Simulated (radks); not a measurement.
Values are calculated unless marked as measured or tabulated.
The mean radii <r> (bohr) of the occupied orbitals of an atom or ion are listed with their occupations. Level of theory: Dirac Kohn-Sham, relativistic LDA (MacDonald-Vosko exchange, VWN5 correlation), spin-unpolarised, spherical densities, finite nucleus; Fermi nuclear charge, rms radius of each element as measured or else 0.836 A^(1/3) + 0.57 fm (a radial shooting solver on a logarithmic mesh with Libxc functionals).

orbital  occ.      <r>
1s1/2       2  0.01586
2s1/2       2  0.06525
2p1/2       2  0.05337
2p3/2       4  0.06204
3s1/2       2   0.1582
3p1/2       1   0.1476

Name the element and its charge. Open shells, if any, fill j = l - 1/2 first.

Answer. Z = 83, bismuth, charge +70: Bi70+ in [Ne] 3s2 3p1. The 1s radius gives Z: for a bare nucleus <r> = (2 gamma + 1)/(2Z) with gamma = sqrt(1 - (Z/c)^2), 0.01561 bohr for Z = 83, and screening makes it slightly larger (0.01586 here). The occupations add up to 13, and the charge is Z minus that.
